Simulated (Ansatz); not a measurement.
Li4H4 (relaxed from a model of (LiH)4 ring, whose bonding it doesn't keep). Total charge 0; singlet. Geometry PBE0-D4/def2-TZVP, basis def2-TZVP, Ansatz.

```xyz
8

Li   -1.7967   -0.4553    1.0242
H    -0.5112   -0.9068    2.0190
Li    1.1228   -0.7383    1.6418
H     2.2121   -0.2212    0.4647
Li    1.7966    0.4467   -1.0281
H     0.5112    0.9046   -2.0202
Li   -1.1225    0.7474   -1.6373
H    -2.2122    0.2228   -0.4641
```

| run | HOMO (eV) | LUMO (eV) |
| --- | --- | --- |
| A | -9.51 | 1.36 |
| B | -6.28 | -0.59 |
| C | -5.48 | -0.83 |
| D | -5.89 | -0.74 |
| E | -6.69 | -0.24 |
| F | -8.89 | 0.90 |

LC-ωPBE has ω = 0.4 bohr⁻¹. HSE06 is defined as in plane-wave codes, on full-range PBE exchange.

Task: The runs used B97M-V, HSE06, LC-ωPBE, PBE, PBE0, ωB97M-V. Estimate which is which.

Result: A LC-ωPBE (range-separated); B HSE06 (range-separated); C PBE (0 % exact exchange); D B97M-V (0 % exact exchange); E PBE0 (25 % exact exchange); F ωB97M-V (range-separated). Exact exchange lowers occupied and raises empty levels; among semilocal functionals meta-GGAs tend to open the gap a little, and such runs are hard to tell apart. The gap grows from 4.65 eV (PBE) to 10.87 eV (LC-ωPBE).
